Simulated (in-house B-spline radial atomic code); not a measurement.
Xe⁺ is squeezed into an impenetrable sphere of radius R (the orbitals vanish at R). All numbers are computed (scalar-relativistic (X2C) Hartree-Fock, spin-polarised, averaged over the determinants with the given up and down occupations; Fermi nucleus of rms radius 4.7859 fm) with a radial B-spline atomic code at the basis-set limit, not measured.

Energies in eV above the free ion in [Kr] 4d10 5s2 5p5:

| R (bohr) | highest level (eV) | [Kr] 4d10 5s2 5p5 | [Kr] 4d10 4f1 5s2 5p4 | [Kr] 4d10 5s1 5p5 5f1 |
| --- | --- | --- | --- | --- |
| 8.37 | -20.7 | 0.001267 | 18.42 | 37.74 |
| 6.75 | -20.6 | 0.03657 | 20.01 | 41.24 |
| 5.36 | -20.3 | 0.5706 | 22.5 | 47.86 |
| 4.17 | -18.1 | 5.516 | 29.39 | 63.9 |
| 3.87 | -16.6 | 9.72 | 34.02 | 72.68 |
| 3.22 | -9.94 | 33.45 | 57.88 | 110.9 |
| 2.7 | 3.42 | 92.89 | 114.4 | 189.3 |
| 2.29 | 27.7 | 219.5 | 232 | 337.8 |
| 1.65 | 156 | 1039 | 985.1 | 1201 |
| 1.21 | 508 | 3909 | 3641 | 4060 |

(1) Does [Kr] 4d10 4f1 5s2 5p4 fall below [Kr] 4d10 5s2 5p5 under compression?

(2) Does [Kr] 4d10 5s1 5p5 5f1 fall below [Kr] 4d10 5s2 5p5 under compression?

The highest level is first positive in the row R = 2.7 bohr, pushed up by confinement above the zero of the free ion's potential. Each configuration is held fixed and needn't be the lowest in the sphere.

Results:

(1) Yes, between R = 2.29 and 1.65 bohr the order changes (near 2.17 bohr by linear interpolation).

(2) No, it stays above over the whole range.
